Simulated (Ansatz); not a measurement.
System: C6H12 (charge 0, singlet). 
Coordinates optimised at B3LYP-D3(BJ)/def2-TZVP (Ansatz, a program for electronic structure):
SMILES: C(CCC)(=C)C
```xyz
18

C      2.6686    -0.0738    -0.6135
C      1.1755     0.2182    -0.7266
C      0.3894    -0.2751     0.4955
C     -1.0844     0.0318     0.4429
C     -1.6512     0.8776     1.2995
C     -1.8789    -0.6650    -0.6257
H      3.0978     0.4090     0.2676
H      3.2124     0.2862    -1.4888
H      2.8534    -1.1471    -0.5243
H      0.7824    -0.2492    -1.6330
H      1.0139     1.2943    -0.8384
H      0.5281    -1.3598     0.5829
H      0.8190     0.1697     1.3966
H     -2.7102     1.1023     1.2605
H     -1.0737     1.3727     2.0708
H     -2.9397    -0.4271    -0.5542
H     -1.7622    -1.7503    -0.5484
H     -1.5351    -0.3834    -1.6243
```

Dipole moments at this geometry, in debye (magnitudes).

```csv
level,program,dipole (D)
PBE/def2-TZVPD,Ansatz,0.62
revPBE/def2-TZVPD,Ansatz,0.61
r2SCAN/def2-TZVPD,Ansatz,0.64
B97M-V/def2-TZVPD,Ansatz,0.62
B3LYP/def2-TZVPD,Ansatz,0.60
PBE0/def2-TZVPD,Ansatz,0.60
r2SCAN0/def2-TZVPD,Ansatz,0.62
HSE06/def2-TZVPD,Ansatz,0.60
CAM-B3LYP/def2-TZVPD,Ansatz,0.59
LC-wPBE/def2-TZVPD,Ansatz,0.58
wB97M-V/def2-TZVPD,Ansatz,0.58
wB97X-V/def2-TZVPD,Ansatz,0.58
CCSD(T)/aug-cc-pVDZ,Ansatz,0.50
```
